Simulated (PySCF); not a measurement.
**Dipole moment and polarisability of (KOH)2 ring**

Compound: (KOH)2 ring, H2K2O2.
Structure used (PBE0-D3(BJ)/def2-SVP), in Å, numbered top down from 1:
```
atom  x, y, z in Å
K1     1.2436    1.1026    0.4768
O2     0.0611   -0.7337    1.5433
K3    -1.2366   -1.1080   -0.4784
O4    -0.0676    0.7387   -1.5414
H5     0.0878   -1.1411    2.4134
H6    -0.0883    1.1415   -2.4138
```

Level: wB97X-D/def2-SVPD (PySCF), static field, nuclei fixed, core orbitals frozen in the response. The polarisability tensor in these axes (au):

```
x   44.80  2.06  1.02
y    2.06 44.70 -0.02
z    1.02 -0.02 44.46
```

**Question.** What are the eigenvalues, a third of the trace, and Δα (Δα² = ½Σ(αi − αj)² over the three pairs)?

**Answer.** Principal values 42.41, 44.52 and 47.02 au; mean 44.65 au = 6.62 Å³ = 7.36 × 10⁻⁴⁰ C²·m²/J; Δα = 4.00 au (9 % of the mean).

**Question.** What is the dipole moment?

**Answer.** 0.07 D at this geometry.

**Question.** What would n − 1 = 2πNα be for an ideal gas of these molecules at 500 K and 1 atm, electronic part alone?

**Answer.** N = p/kT = 1.4678 × 10¹⁹ cm⁻³, so n − 1 = 2π × N × 6.62 × 10⁻²⁴ cm³ = 610 × 10⁻⁶ at long wavelengths, for an ideal gas.

**Question.** What depolarisation ratio follows for Rayleigh scattering of linearly polarised light, taking the static tensor?

**Answer.** ρ = 3Δα²/(45ᾱ² + 4Δα²) = 47.9/(89721 + 63.9) ≈ 0.000534.

**Question.** Estimate the molar refractivity from the static electronic polarisability.

**Answer.** Lorentz–Lorenz: R = (4π/3)N_A α = 2.5225 cm³/(mol·Å³) × 6.62 Å³ = 16.7 cm³/mol, in the limit of long wavelengths.

Geometry: PBE0-D3(BJ)/def2-SVP, one conformer, isolated molecule.
